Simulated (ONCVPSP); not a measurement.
## Which change was made? (Cs, ONCV)

Cs (Z = 55), optimised norm-conserving Vanderbilt (ONCV), made with ONCVPSP 4.0.1 (PBE, scalar-relativistic). Core [Kr] 4d10, reference 5s2 5p6 6s1. Waves: 5s+6s: rc 3.00 bohr, ncon 4, nbas 9, qcut 4.7 1/bohr, 2 projectors; 5p: rc 2.50 bohr, ncon 4, nbas 7, qcut 5.9 1/bohr, 2 projectors, debl 2.7 Ha; d scattering state at 0.05 Ha: rc 2.50 bohr, ncon 3, nbas 7, qcut 3.6 1/bohr, local. Local part: the d channel. Core correction: Teter function, fcfact 2.5, rcfact 1.25.

Cutoffs, loose and tight: the cutoffs (Ha) at which the residual kinetic energy of the hardest occupied pseudo-wave falls to 1 and 0.1 mHa per electron. They do not see the model core or the augmentation charge, which bear on the density cutoff. Test errors are all-electron minus pseudo excitation energies from the reference, over the configurations 5s2 5p6 6s0; 5s2 5p6 6s0.5; 5s2 5p6 6s0 6p1; 5s1 5p6 6s1; variants that change the core or the reference have their own tests.

The base gives: outcome: generated; cutoff, loose: 9.6 Ha; cutoff, tight: 12 Ha; bound ghosts: none; GHOST(+) flags above zero: none; largest test error (meV): -150.

Q: After one change the result is: outcome: failed: test_data: rc < rc(lloc) for l = 0. Not allowed.. Which change was it?
A. s: rc 2.7
B. s: rc 2.42
C. s: rc 3.2
D. s: rc 4.38

A: B. The others give: s: rc 4.38 → outcome: failed: ERROR pspot: first pseudo wave function has node, program will stop | s: rc 2.7 → outcome: generated; cutoff, loose: 9.6 Ha; cutoff, tight: 12 Ha; bound ghosts: none; GHOST(+) flags above zero: none; largest test error (meV): -92 | s: rc 3.2 → outcome: generated; cutoff, loose: 9.6 Ha; cutoff, tight: 12 Ha; bound ghosts: none; GHOST(+) flags above zero: none; largest test error (meV): -191.
